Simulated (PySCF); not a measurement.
Cartesian coordinates (Å):
SMILES: S[Si](Br)Br
```xyz
5

S      1.0634    -1.1828     0.2585
Si    -0.3495     0.4250     0.4474
Br    -0.4547     1.6811    -1.4211
Br    -2.3100    -0.5794     0.8580
H      2.0508    -0.3439    -0.1427
```
Charge 0, spin multiplicity 2.

Question: What dipole moment, total energy and highest occupied spin orbital does PBE-D3(BJ)/def2-TZVP in PySCF give?

Answer: 
The dipole moment is 1.25 D. The total energy comes out as -5835.6284 Ha and the highest occupied spin orbital comes out as -5.51 eV.
